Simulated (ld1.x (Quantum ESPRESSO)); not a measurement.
What the settings do to the PAW potential of phosphorus

Base potential:

* Element: phosphorus (P)
* Generator: ld1.x (Quantum ESPRESSO) 7.5
* Type: PAW
* Functional: LDA (PZ)
* Relativity: non-relativistic
* Frozen core: [He]
* Valence charge: 13
* Reference configuration: 2s2 2p6 3s2 3p3
* Partial waves: 2s (bound): rcut 0.70, rcutus 0.80 bohr; 3s (bound): rcut 0.70, rcutus 0.80 bohr; 2p (bound): rcut 0.75, rcutus 0.80 bohr; 3p (bound): rcut 0.75, rcutus 0.80 bohr; 3d channel at -0.05 Ry: rcut 0.65, rcutus 0.85 bohr; 3d channel at 1.15 Ry: rcut 0.65, rcutus 0.85 bohr
* Local potential: all-electron potential smoothed inside 0.65 bohr (lloc = -1)
* Core correction: a·sin(br)/r model core inside 0.70 bohr
* Augmentation charge: PSQ, inside the norm-conserving radii

Cutoffs, loose and tight: the cutoffs (Ry, on a coarse ladder) from which the occupation-weighted sum of valence levels, in a spherical-Bessel basis at the reference potential, stays within 10 and 1 mRy of its value at 400 Ry. They do not see the model core or the augmentation charge, which bear on the density cutoff. Test errors are all-electron minus pseudo excitation energies from the reference, over the configurations 2s2 2p6 3s2 3p2; 2s2 2p6 3s2 3p1; 2s2 2p6 3s2 3p0; 2s1 2p6 3s2 3p3; 2s2 2p6 3s2 3p2.5; 2s2 2p5 3s2 3p3; 2s2 2p6 3s2 3p3.3 (two spin-polarised tests are not counted in the largest error). A dash means not determined; rows that change the core or the reference have their own tests.

Cutoffs are not given where the Bessel-basis levels miss the radial ones by over 6 mRy, ghosts where they miss by over 20 mRy; a channel whose overlap is not positive is not tested.

A file whose overlap is not positive is unfit for use, and its test errors describe a broken file.

```tsv
change	outcome	cutoff, loose	cutoff, tight	bound ghosts	largest test error (meV)
base	generated	200 Ry	over 300 Ry	none	-10
scalar-relativistic; removed wave 3d channel at 1.15 Ry: rcut 0.65, rcutus 0.85 bohr	generated	200 Ry	over 300 Ry	none	-24
local potential all-electron potential smoothed inside 0.75 bohr (lloc = -1)	generated, overlap not positive	–	–	not determined (overlap not positive)	-16
type ultrasoft; local potential all-electron potential smoothed inside 0.60 bohr (lloc = -1); augmentation built from norm-conserving waves at rcut, not smoothed further	generated, misses its reference levels by 7.93 eV	–	–	not determined	-9600
core correction a·sin(br)/r model core inside 0.40 bohr	generated	200 Ry	over 300 Ry	none	-10
waves 3d channel at -0.05 Ry: rcut 0.65, rcutus 1.30 bohr; 3d channel at 1.15 Ry: rcut 0.65, rcutus 1.30 bohr	generated	200 Ry	over 300 Ry	none	-10
```

Question: What comes out with this change to the base: local potential all-electron potential smoothed inside 0.88 bohr (lloc = -1)?

Answer: outcome: generated; cutoff, loose: 200 Ry; cutoff, tight: over 300 Ry; bound ghosts: none; largest test error (meV): +24.

Question: What comes out with this change to the base: reference 2s2 2p6 3s2 3p1.5?

Answer: outcome: generated; cutoff, loose: 200 Ry; cutoff, tight: 300 Ry; bound ghosts: none; largest test error (meV): -9.5.
